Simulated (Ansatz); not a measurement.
Species: H$_{2}$B$_{2}$Si, SMILES `B1=[SiH]B1` (charge 0, multiplicity 1).

Problem. Give a relaxed geometry from B3LYP-D3(BJ)/def2-TZVP in Ansatz (a quantum-chemistry and plane-wave program).

Solution. the end point of this relaxation (outside a Z-matrix the atoms follow the SMILES, hydrogens last).
Cartesian coordinates (Å) in one orientation:
```xyz
5

B     -0.291     1.351     0.081
Si     0.985     0.122     0.015
B     -1.061     0.031    -0.008
H      2.234    -0.680    -0.023
H     -1.868    -0.825    -0.065
```
